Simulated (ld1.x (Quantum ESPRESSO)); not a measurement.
## Ga (Z = 31), TM: configuration errors across variants

| Property | Result |
| --- | --- |
| Element | gallium |
| Generator | ld1.x (Quantum ESPRESSO) 7.5 |
| Type | norm-conserving Troullier–Martins (Kleinman–Bylander form) |
| Functional | Wu–Cohen |
| Relativity | scalar-relativistic |
| Frozen core | [Ar] |
| Valence charge | 13 |
| Reference configuration | 3d10 4s1.5 4p1.5 |
| Partial waves | 4s (bound): rc 1.80 bohr; 4p (bound): rc 1.65 bohr; 3d (bound): rc 0.75 bohr |
| Local potential | the d channel |
| Core correction | Bessel-smoothed model core, default radius (core density twice the valence density) |

All-electron excitation energies from the reference (eV): (1) 3d10 4s2 4p1 -3.255; (2) 3d10 4s2 4p0 2.424; (3) 3d10 4s1 4p0 23.607; (4) 3d10 4s1 4p1 9.871; (5) 3d10 4s0 4p0 54.739.

The default core radius of the base comes out at 0.31 bohr.

Tests that are not counted but printed errors over 1 eV. “base”: 3d9 4s2 4p2 (solver errors, printed error -1575 eV); 3d9 4s2 4p1 (solver errors, printed error -1564 eV). “wave 4p (bound): rc 1.65 bohr becomes 4p (bound): rc 1.56 bohr”: 3d9 4s2 4p2 (solver errors, printed error -1940 eV); 3d9 4s2 4p1 (solver errors, printed error -41.0 eV). “wave 3d (bound): rc 0.75 bohr becomes 3d (bound): rc 0.92 bohr”: 3d9 4s2 4p1 (solver errors, printed error -41.1 eV). “all radii but the core radius scaled by about 0.93 (s 1.68, p 1.54, d 0.70 bohr)”: 3d9 4s2 4p2 (solver errors, printed error -2004 eV); 3d9 4s2 4p1 (solver errors, printed error -37.4 eV); 1 more. “core correction Bessel-smoothed model core inside 0.32 bohr”: 3d9 4s2 4p2 (solver errors, printed error -1575 eV); 3d9 4s2 4p1 (solver errors, printed error -33.3 eV).

4 further variants failed, have other tests or another functional or relativity, and are left out.

A true bound ghost makes a file unfit for plane-wave use even where its test errors are small: the radial tests pick states by their node count and pass the ghost by. Where a test does run into it, the solver fails or the error is huge.

Errors AE − PS in meV (a dash: test not solved or not reliable):

| change | (1) | (2) | (3) | (4) | (5) | bound ghosts |
| --- | --- | --- | --- | --- | --- | --- |
| base | +0.2 | -0.2 | -4.4 | +0.1 | -69 | s, p |
| wave 4p (bound): rc 1.65 bohr becomes 4p (bound): rc 1.56 bohr | +0.2 | +0.1 | -3.3 | +0.2 | -67 | s, p |
| wave 3d (bound): rc 0.75 bohr becomes 3d (bound): rc 0.92 bohr | +0.2 | -0.3 | -7.9 | -0.6 | -67 | s, p |
| type ultrasoft; waves now 4s (bound): rcut 1.55, rcutus 1.80 bohr; 4s channel at 1.8 Ry: rcut 1.55, rcutus 1.80 bohr; 4p (bound): rcut 1.45, rcutus 1.65 bohr; 4p channel at 0.9 Ry: rcut 1.45, rcutus 1.65 bohr; 3d (bound): rcut 0.65, rcutus 0.75 bohr; 3d channel at 0.8 Ry: rcut 0.65, rcutus 0.75 bohr; local potential all-electron potential smoothed inside 1.30 bohr (lloc = -1); augmentation built from norm-conserving waves at rcut, not smoothed further | -0.4 | -0.4 | -10 | -2.9 | -61 | p |
| all radii but the core radius scaled by about 0.93 (s 1.68, p 1.54, d 0.70 bohr) | +0.3 | +0.3 | – | +1.0 | -67 | s, p |
| core correction Bessel-smoothed model core inside 0.32 bohr | +0.2 | -0.2 | -4.4 | +0.1 | -69 | s, p |
| type PAW; waves now 4s (bound): rcut 1.55, rcutus 1.80 bohr; 4s channel at 1.9 Ry: rcut 1.55, rcutus 1.80 bohr; 4p (bound): rcut 1.45, rcutus 1.65 bohr; 4p channel at 0.1 Ry: rcut 1.45, rcutus 1.65 bohr; 3d (bound): rcut 0.65, rcutus 0.75 bohr; 3d channel at -1.05 Ry: rcut 0.65, rcutus 0.75 bohr; local potential all-electron potential smoothed inside 0.65 bohr (lloc = -2); augmentation BESSEL, radius 0.55 bohr | +3.8 | +4.8 | -2.9 | -0.8 | +21 | s, p |

**Question.** Give the same row for: wave 4s (bound): rc 1.80 bohr becomes 4s (bound): rc 1.08 bohr.

**Answer.** -1.5, -9.4, -5.8, +0.7, -39; bound ghosts: p, s.
